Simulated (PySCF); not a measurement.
A structure optimised at PBE-D3(BJ)/def2-SVP, used in a PySCF frequency run:

```xyz
18

C     -0.4953    -2.0692    -1.0665
Si     0.3557    -0.3907    -0.9271
C      1.8015    -0.4879     0.3004
N      2.3399     0.8538     0.5161
N     -0.7515     0.8673    -0.3533
Si    -1.7420     0.8356     1.0870
H     -0.9033    -2.3880    -0.0850
H     -1.3345    -2.0312    -1.7899
H      0.2169    -2.8497    -1.4058
H      0.8307     0.0810    -2.2752
H      2.5805    -1.1453    -0.1495
H      1.4449    -1.0304     1.2179
H      3.0177     0.8636     1.2883
H      1.5756     1.4850     0.7917
H     -0.8977     1.6501    -0.9971
H     -1.2426    -0.3052     1.9320
H     -3.2120     0.6162     0.8204
H     -1.6238     2.1190     1.8711
```
Charge 0, spin multiplicity 1.

Q: Write its SMILES and formula.

A: C[Si@H](CN)N[SiH3], C2H12N2Si2

Q: What are its rotational constants (standard atomic weights)?

A: 2.3774, 1.6140, 1.1352 GHz
